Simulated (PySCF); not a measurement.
Cl₃Pb (SMILES [Cl][Pb-]([Cl])[Cl]), charge -1, singlet, at a GFN2-xTB geometry (such geometries of metal compounds can be far from the true shape) (core potentials on Pb); PySCF with DF-PBE/def2-SVP.

PySCF was given this input:
```python
from pyscf import gto, scf, dft

mol = gto.Mole()
mol.atom = '''
    Pb   -0.003618    0.007159    0.424086
    Cl    2.271127   -0.563430   -0.653220
    Cl   -0.648528    2.226126   -0.725219
    Cl   -1.605147   -1.697227   -0.667150
'''
mol.basis = 'def2-svp'
mol.ecp = {'Pb': 'def2-svp'}
mol.charge = -1
mol.spin = 0
mol.verbose = 4
mol.build()

mf = dft.RKS(mol)
mf.xc = 'pbe'
mf = mf.density_fit(auxbasis='def2-universal-jkfit')
mf.kernel()
```

Output, abridged:

```
PySCF version 2.14.0

[INPUT] verbose = 4
[INPUT] num. atoms = 4
[INPUT] num. electrons = 74
[INPUT] charge = -1
[INPUT] spin (= nelec alpha-beta = 2S) = 0
[INPUT] symmetry False subgroup None
[INPUT] Mole.unit = angstrom
[INPUT] Symbol           X                Y                Z      unit          X                Y                Z       unit  Magmom
[INPUT]  1 Pb    -0.003618000000   0.007159000000   0.424086000000 AA   -0.006837029119   0.013528549326   0.801406393262 Bohr   0.0
[INPUT]  2 Cl     2.271127000000  -0.563430000000  -0.653220000000 AA    4.291808024105  -1.064728390364  -1.234406899088 Bohr   0.0
[INPUT]  3 Cl    -0.648528000000   2.226126000000  -0.725219000000 AA   -1.225540304112   4.206768458774  -1.370465290331 Bohr   0.0
[INPUT]  4 Cl    -1.605147000000  -1.697227000000  -0.667150000000 AA   -3.033288219667  -3.207294201217  -1.260730784004 Bohr   0.0

nuclear repulsion = 343.657320869164
number of shells = 34
number of NR pGTOs = 169
number of NR cGTOs = 80
basis = def2-svp
ecp = {'Pb': 'def2-svp'}

******** <class 'pyscf.df.df_jk.DFRKS'> ********
method = DFRKS
initial guess = minao
damping factor = 0
level_shift factor = 0
DIIS = <class 'pyscf.scf.diis.CDIIS'>
diis_start_cycle = 1
diis_space = 8
diis_damp = 0
SCF conv_tol = 1e-09
SCF conv_tol_grad = None
SCF max_cycles = 50
direct_scf = False
XC library pyscf.dft.libxc version 7.1.2
    S. Lehtola, C. Steigemann, M. J. T. Oliveira, and M. A. L. Marques,  SoftwareX 7, 1–5 (2018)
XC functionals = pbe
    J. P. Perdew, K. Burke, and M. Ernzerhof,  Phys. Rev. Lett. 77, 3865 (1996)
    J. P. Perdew, K. Burke, and M. Ernzerhof,  Phys. Rev. Lett. 78, 1396 (1997)
    J. P. Perdew, K. Burke, and M. Ernzerhof,  Phys. Rev. Lett. 77, 3865 (1996)
    J. P. Perdew, K. Burke, and M. Ernzerhof,  Phys. Rev. Lett. 78, 1396 (1997)
radial grids:
    Treutler-Ahlrichs [JCP 102, 346 (1995); DOI:10.1063/1.469408] (M4) radial grids

becke partition: Becke, JCP 88, 2547 (1988); DOI:10.1063/1.454033
pruning grids: <function nwchem_prune>
grids dens level: 3
symmetrized grids: False
atomic radii adjust function: <function treutler_atomic_radii_adjust>
small_rho_cutoff = 0
Set gradient conv threshold to 3.16228e-05
Initial guess from minao.
tot grids = 79872
init E= -1548.84922228835
  HOMO = -0.617218172442659  LUMO = -0.562341272470488  gap/eV = 1.49328
cycle= 1 E= -1570.61981661634  delta_E= -21.8  |g|= 2.58  |ddm|= 13.6
  HOMO = 0.368452301394641  LUMO = 0.382772481147252  gap/eV = 0.38967
cycle= 2 E= -1559.4064881782  delta_E= 11.2  |g|= 7.68  |ddm|=   11
  HOMO = 0.0369517040754985  LUMO = 0.231645272564154  gap/eV = 5.29788
cycle= 3 E= -1572.23985755952  delta_E= -12.8  |g|= 1.17  |ddm|= 8.16
  HOMO = -0.0106391509941682  LUMO = 0.122054605982673  gap/eV = 3.61078
cycle= 4 E= -1572.65007046942  delta_E= -0.41  |g|= 0.565  |ddm|= 2.36
  HOMO = -0.0574603943976777  LUMO = 0.0980586924740564  gap/eV = 4.23189
cycle= 5 E= -1572.74356921171  delta_E= -0.0935  |g|= 0.0992  |ddm|= 0.966
  HOMO = -0.0492428761700732  LUMO = 0.10179521619395  gap/eV = 4.10996
cycle= 6 E= -1572.74618442812  delta_E= -0.00262  |g|= 0.0472  |ddm|= 0.227
  HOMO = -0.0512607179226499  LUMO = 0.100172221224692  gap/eV = 4.12070
cycle= 7 E= -1572.74689909855  delta_E= -0.000715  |g|= 0.00325  |ddm|= 0.0693
  HOMO = -0.0511946932935979  LUMO = 0.100462571709498  gap/eV = 4.12680
cycle= 8 E= -1572.74690251156  delta_E= -3.41e-06  |g|= 0.00102  |ddm|= 0.006
  HOMO = -0.0511367719561914  LUMO = 0.10052126871644  gap/eV = 4.12683
cycle= 9 E= -1572.74690287857  delta_E= -3.67e-07  |g|= 9.68e-05  |ddm|= 0.00163
  HOMO = -0.0511490743189646  LUMO = 0.100505786044514  gap/eV = 4.12674
cycle= 10 E= -1572.7469028815  delta_E= -2.93e-09  |g|= 1.63e-05  |ddm|= 0.000209
  HOMO = -0.0511501006483958  LUMO = 0.100505300772867  gap/eV = 4.12675
cycle= 11 E= -1572.74690288159  delta_E= -9.16e-11  |g|= 5.74e-06  |ddm|= 4.32e-05
  HOMO = -0.0511502786508019  LUMO = 0.100505669566336  gap/eV = 4.12677
Extra cycle  E= -1572.74690288156  delta_E= 3e-11  |g|= 1.1e-05  |ddm|= 2.82e-05
converged SCF energy = -1572.74690288156
```
